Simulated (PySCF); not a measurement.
**Spinor energies of Al⁺ (aluminium, charge +1)**

Start: [Ne] 3s2. Calculated with PySCF 2.14 in x2c-TZVPall-2c (5s6p2d1f, 40 functions): generalised Hartree-Fock with the X2C-1e Hamiltonian and a Gaussian nucleus; one run each with spin-orbit coupling (SO) switched off, then screened by Boettger's factors. This is a chosen level, not necessarily the ground level.

| spinor shell | electrons | ε, spin-free (eV) | ε, screened SO (eV) | weight of nominal j (screened SO) | rms radius, screened SO (bohr) |
| --- | --- | --- | --- | --- | --- |
| 1s1/2 | 2 | -1603.5 | -1603.5 | 1.000 | 0.139 |
| 2s1/2 | 2 | -142.45 | -142.45 | 1.000 | 0.675 |
| 2p1/2 | 2 | -95.796 | -96.117 | 1.000 | 0.673 |
| 3s1/2 | 2 | -17.777 | -17.777 | 1.000 | 2.61 |

**Question.** Where does 2p3/2 lie, and what is the 2p spin-orbit splitting (screened SO)?

**Answer.** At -95.636 eV, 0.482 eV above 2p1/2.

```json
{"quantity": "E (hartree)", "spin-free": "-242.10466", "screened SO": "-242.10481"}
{"quantity": "M_J", "spin-free": "0", "screened SO": "0"}
{"quantity": "⟨J²⟩", "spin-free": "0.000", "screened SO": "0.000"}
{"quantity": "⟨L²⟩", "spin-free": "0.000", "screened SO": "0.000"}
{"quantity": "⟨S²⟩", "spin-free": "0.000", "screened SO": "0.000"}
```

Without spin-orbit coupling the j labels of p, d and f shells carry no meaning; the spin-free column gives the mean over the occupied spinors of each nl shell.
